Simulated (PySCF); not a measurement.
PySCF input for C5H7FO, SMILES CC(=O)[C@H]1C[C@H]1F, TDA-PBE/def2-SVPD. Coordinates come from a B3LYP-D3(BJ)/def2-SVP optimisation. One conformer was computed; it need not be the lowest.

```python
import numpy as np
from pyscf import gto, scf, dft, tdscf

mol = gto.M(
    atom='''
    C     2.33391946    0.17728429    0.34970285
    C     0.86194696   -0.04804991    0.61834108
    O     0.32508358    0.31750398    1.64033210
    C     0.09796065   -0.73380330   -0.48220492
    C    -1.34139193   -1.13078644   -0.19458714
    C    -1.07416910    0.01196174   -1.09449502
    F    -1.33735297    1.27378904   -0.66328969
    H     2.79106340    0.70843811    1.19420825
    H     2.84591201   -0.78708422    0.19352799
    H     2.46137150    0.76303388   -0.57587810
    H     0.69427862   -1.33268464   -1.17663656
    H    -1.73093392   -2.06291711   -0.61069871
    H    -1.66648291   -0.86892497    0.81662449
    H    -1.22929683   -0.08363268   -2.17473803
    ''',
    basis='def2-SVPD',
    charge=0,
    spin=0,
    max_memory=1600,
    verbose=4,
)
mf = dft.RKS(mol, xc='pbe').density_fit(auxbasis='def2-universal-jkfit')
mf.grids.level = 3
mf.conv_tol = 1e-9
mf.max_cycle = 100
mf.kernel()
mf.grids = dft.Grids(mol).set(level=1).build(with_non0tab=True)  # coarser grid for the response kernel
td = tdscf.TDA(mf)
td.singlet = True
td.nstates = 6
td.conv_tol = 1e-4
td.positive_eig_threshold = 1e-6
td.kernel(x0=td.get_init_guess(mf, 11))
td.analyze()
tt = tdscf.TDA(mf)
tt.singlet = False
tt.nstates = 2
tt.conv_tol = 1e-4
tt.positive_eig_threshold = 1e-6
tt.kernel(x0=tt.get_init_guess(mf, 7))
tt.analyze(verbose=3)
```

Program output:

```
PySCF version 2.14.0

[INPUT] verbose = 4
[INPUT] num. atoms = 14
[INPUT] num. electrons = 54
[INPUT] charge = 0
[INPUT] spin (= nelec alpha-beta = 2S) = 0
[INPUT] symmetry False subgroup None
[INPUT] Mole.unit = angstrom
[INPUT] Symbol           X                Y                Z      unit          X                Y                Z       unit  Magmom
[INPUT]  1 C      2.333919460000   0.177284290000   0.349702850000 AA    4.410468576193   0.335018754288   0.660842611480 Bohr   0.0
[INPUT]  2 C      0.861946960000  -0.048049910000   0.618341080000 AA    1.628843688301  -0.090801170210   1.168495292768 Bohr   0.0
[INPUT]  3 O      0.325083580000   0.317503980000   1.640332100000 AA    0.614318933793   0.599995565659   3.099778422333 Bohr   0.0
[INPUT]  4 C      0.097960650000  -0.733803300000  -0.482204920000 AA    0.185118799484  -1.386687266302  -0.911235234718 Bohr   0.0
[INPUT]  5 C     -1.341391930000  -1.130786440000  -0.194587140000 AA   -2.534863373402  -2.136876676972  -0.367716401962 Bohr   0.0
[INPUT]  6 C     -1.074169100000   0.011961740000  -1.094495020000 AA   -2.029885410471   0.022604412573  -2.068295832500 Bohr   0.0
[INPUT]  7 F     -1.337352970000   1.273789040000  -0.663289690000 AA   -2.527230845174   2.407112426073  -1.253435855348 Bohr   0.0
[INPUT]  8 H      2.791063400000   0.708438110000   1.194208250000 AA    5.274345422297   1.338754004104   2.256726528196 Bohr   0.0
[INPUT]  9 H      2.845912010000  -0.787084220000   0.193527990000 AA    5.377994273510  -1.487373612767   0.365714898538 Bohr   0.0
[INPUT] 10 H      2.461371500000   0.763033880000  -0.575878100000 AA    4.651318025810   1.441925056964  -1.088251890135 Bohr   0.0
[INPUT] 11 H      0.694278620000  -1.332684640000  -1.176636560000 AA    1.311996445941  -2.518408980015  -2.223520846550 Bohr   0.0
[INPUT] 12 H     -1.730933920000  -2.062917110000  -0.610698710000 AA   -3.270991048520  -3.898348355579  -1.154053306525 Bohr   0.0
[INPUT] 13 H     -1.666482910000  -0.868924970000   0.816624490000 AA   -3.149196291168  -1.642030216096   1.543196632713 Bohr   0.0
[INPUT] 14 H     -1.229296830000  -0.083632680000  -2.174738030000 AA   -2.323034334496  -0.158042860263  -4.109659269376 Bohr   0.0

nuclear repulsion = 303.79738113291
number of shells = 86
number of NR pGTOs = 286
number of NR cGTOs = 202
basis = def2-SVPD
ecp = {}


[settings echo left out]
init E= -369.748424943198
  HOMO = -0.32345564581611  LUMO = -0.12187742759393  gap/eV = 5.48522
cycle= 1 E= -368.924313673418  delta_E= 0.824  |g|= 0.916  |ddm|= 5.55
  HOMO = -0.0293748307215336  LUMO = -0.0108206726434883  gap/eV = 0.50488
cycle= 2 E= -367.734256923758  delta_E= 1.19  |g|= 2.46  |ddm|= 7.59
  HOMO = -0.223614494139405  LUMO = -0.0625131118716373  gap/eV = 4.38379
cycle= 3 E= -369.060980148062  delta_E= -1.33  |g|= 0.401  |ddm|= 7.23
  HOMO = -0.218212930068536  LUMO = -0.0685603234518481  gap/eV = 4.07225
cycle= 4 E= -369.095662415479  delta_E= -0.0347  |g|= 0.135  |ddm|= 0.675
  HOMO = -0.214826771217441  LUMO = -0.0665080892858532  gap/eV = 4.03596
cycle= 5 E= -369.099049421517  delta_E= -0.00339  |g|= 0.0425  |ddm|= 0.187
  HOMO = -0.214422836350002  LUMO = -0.066248599591483  gap/eV = 4.03203
cycle= 6 E= -369.099378076753  delta_E= -0.000329  |g|= 0.0147  |ddm|= 0.0688
  HOMO = -0.214984070544226  LUMO = -0.0662520075451214  gap/eV = 4.04721
cycle= 7 E= -369.099419885608  delta_E= -4.18e-05  |g|= 0.00269  |ddm|= 0.0221
  HOMO = -0.215141662192647  LUMO = -0.0663604273533793  gap/eV = 4.04854
cycle= 8 E= -369.09942122774  delta_E= -1.34e-06  |g|= 0.00115  |ddm|= 0.00573
  HOMO = -0.215193004512869  LUMO = -0.066383329476706  gap/eV = 4.04932
cycle= 9 E= -369.099421518184  delta_E= -2.9e-07  |g|= 0.000277  |ddm|= 0.00193
  HOMO = -0.215195173952051  LUMO = -0.0663742347901533  gap/eV = 4.04962
cycle= 10 E= -369.099421535291  delta_E= -1.71e-08  |g|= 9.73e-05  |ddm|= 0.00075
  HOMO = -0.215206596721388  LUMO = -0.0663844040507748  gap/eV = 4.04966
cycle= 11 E= -369.099421536921  delta_E= -1.63e-09  |g|= 5.28e-05  |ddm|= 0.000252
  HOMO = -0.215200295315004  LUMO = -0.0663800228196645  gap/eV = 4.04961
cycle= 12 E= -369.099421537656  delta_E= -7.35e-10  |g|= 4.34e-06  |ddm|= 0.00012
  HOMO = -0.215200624476137  LUMO = -0.0663800401907193  gap/eV = 4.04961
Extra cycle  E= -369.099421537651  delta_E= 5.91e-12  |g|= 6.84e-06  |ddm|= 2.39e-05
converged SCF energy = -369.099421537651
tot grids = 53688
Overwritten attributes  positive_eig_threshold  of <class 'pyscf.tdscf.rks.TDA'>


******** <class 'pyscf.tdscf.rks.TDA'> for <class 'pyscf.df.df_jk.DFRKS'> ********
nstates = 6 singlet
deg_eia_thresh = 1.000e-03
wfnsym = None
conv_tol = 0.0001
eigh lindep = 1e-12
eigh level_shift = 0
eigh max_cycle = 100


Excitation energies (eV)
[4.29156055 5.63254343 5.67569413 6.12485962 6.31535286 6.60223341]

** Singlet excitation energies and oscillator strengths **
Excited State   1:      4.29156 eV    288.90 nm  f=0.0005
      27 -> 28        0.70616
Excited State   2:      5.63254 eV    220.12 nm  f=0.0133
      25 -> 28       -0.22240
      26 -> 28       -0.41858
      27 -> 29        0.52113
Excited State   3:      5.67569 eV    218.45 nm  f=0.0078
      25 -> 28        0.34538
      26 -> 28        0.39334
      27 -> 29        0.47040
Excited State   4:      6.12486 eV    202.43 nm  f=0.1052
      24 -> 28        0.14642
      25 -> 28       -0.54351
      26 -> 28        0.35966
      27 -> 31        0.11648
Excited State   5:      6.31535 eV    196.32 nm  f=0.0291
      27 -> 30        0.70038
Excited State   6:      6.60223 eV    187.79 nm  f=0.0161
      27 -> 31       -0.69154

** Transition electric dipole moments (AU) **
state          X           Y           Z        Dip. S.      Osc.
  1         0.0612      0.0173      0.0223      0.0045      0.0005
  2         0.2252      0.0359      0.2106      0.0963      0.0133
  3        -0.0861      0.1289     -0.1789      0.0560      0.0078
  4        -0.6330     -0.1588     -0.5245      0.7010      0.1052
  5         0.4266      0.0566      0.0568      0.1884      0.0291
  6        -0.2926     -0.0361     -0.1125      0.0995      0.0161

** Transition velocity dipole moments (imaginary part, AU) **
state          X           Y           Z        Dip. S.      Osc.
  1         0.0027      0.0027      0.0001      0.0000      0.0001
  2         0.0466      0.0314     -0.0028      0.0032      0.0102
  3        -0.0005     -0.0032      0.0192      0.0004      0.0012
  4        -0.0782     -0.0104     -0.0185      0.0066      0.0195
  5         0.0935      0.0150      0.0257      0.0096      0.0276
  6        -0.0491     -0.0110     -0.0071      0.0026      0.0071

** Transition magnetic dipole moments (imaginary part, AU) **
state          X           Y           Z
  1         0.4084     -0.2592     -0.9043
  2         0.0914     -0.2456     -0.1339
  3         0.0011     -0.1216      0.2431
  4        -0.0014     -0.4147      0.0651
  5         0.1131     -0.1950     -0.0027
  6        -0.0446      0.1157     -0.0865


******** <class 'pyscf.tdscf.rks.TDA'> for <class 'pyscf.df.df_jk.DFRKS'> ********
nstates = 2 triplet
deg_eia_thresh = 1.000e-03
wfnsym = None
conv_tol = 0.0001
eigh lindep = 1e-12
eigh level_shift = 0
eigh max_cycle = 100


Excitation energies (eV)
[3.71803039 5.13211245]

** Triplet excitation energies and oscillator strengths **
Excited State   1:      3.71803 eV    333.47 nm  f=0.0000
Excited State   2:      5.13211 eV    241.59 nm  f=0.0000
```

The calculation finished and met its thresholds.

Cost: around 90 core-seconds (rough).
